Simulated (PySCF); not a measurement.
Predicted microwave data (PySCF 2.14.0, PBE0-D3(BJ)/def2-SVP geometry optimisation, gas phase) for one isomer of C6H11F3Ge:

* Rotational constants: A = 2129, B = 495.3, C = 468.0 MHz
* Dipole components: |μa| = 2.35 D, |μb| = 0.50 D, |μc| = 0.01 D
* Inertial defect: -177.78 u·Å²
* κ: -0.97

Problem. Which structure is it? (One computed conformer of each.)
A. `[CH3:1][Ge@@H:2]1[CH2:3][CH2:4][C@H:5]([C:6]([F:7])([F:8])[F:9])[CH2:10]1` with C1–Ge2–C3–C4 -100°, Ge2–C3–C4–C5 -40°, C3–C4–C5–C6 178°, C4–C5–C10–Ge2 -36°
B. `[CH3:1][C@@H:2]1[CH2:3][GeH2:4][CH2:5][C@@H:6]1[C:7]([F:8])([F:9])[F:10]` with C1–C2–C3–Ge4 -167°, C2–C3–Ge4–C5 11°, C3–Ge4–C5–C6 14°, Ge4–C5–C6–C7 90°
C. `[CH3:1][C@@H:2]1[CH2:3][GeH2:4][CH2:5][C@H:6]1[C:7]([F:8])([F:9])[F:10]` with C1–C2–C3–Ge4 -86°, C2–C3–Ge4–C5 -14°, C3–Ge4–C5–C6 -10°, Ge4–C5–C6–C7 -92°
D. `[CH3:1][Ge@@H:2]1[CH2:3][CH2:4][CH2:5][C@@H:6]1[C:7]([F:8])([F:9])[F:10]` with C1–Ge2–C3–C4 -134°, Ge2–C3–C4–C5 39°, C3–C4–C5–C6 -52°, C4–C5–C6–C7 162°

Solution. A. It is [CH3][Ge@@H]1[CH2]C[C@H](C(F)(F)F)[CH2]1, a near-prolate asymmetric top, point group C1. The candidates at the same level (rigid rotor, commonest isotopes):

| SMILES | A (MHz) | B (MHz) | C (MHz) | μa (D) | μb (D) | μc (D) | Δ (u·Å²) | point group | rotor |
| --- | --- | --- | --- | --- | --- | --- | --- | --- | --- |
| C[C@@H]1[CH2][GeH2][CH2][C@@H]1C(F)(F)F | 1461 | 742.0 | 596.7 | 0.89 | 1.26 | 1.31 | -179.94 | C1 | asymmetric top |
| [CH3][Ge@@H]1[CH2]C[C@H](C(F)(F)F)[CH2]1 | 2129 | 495.3 | 468.0 | 2.35 | 0.50 | 0.01 | -177.78 | C1 | near-prolate asymmetric top |
| C[C@@H]1[CH2][GeH2][CH2][C@H]1C(F)(F)F | 1451 | 727.5 | 611.1 | 1.19 | 1.47 | 0.78 | -216.03 | C1 | asymmetric top |
| [CH3][Ge@@H]1[CH2]CC[C@@H]1C(F)(F)F | 1431 | 812.7 | 618.8 | 2.26 | 0.70 | 0.04 | -158.18 | C1 | asymmetric top |

`C[C@@H]1[CH2][GeH2][CH2][C@@H]1C(F)(F)F` has B 50 % too high; `[CH3][Ge@@H]1[CH2]CC[C@@H]1C(F)(F)F` has B 64 % too high; `C[C@@H]1[CH2][GeH2][CH2][C@H]1C(F)(F)F` has B 47 % too high. No structure here is proved a minimum.
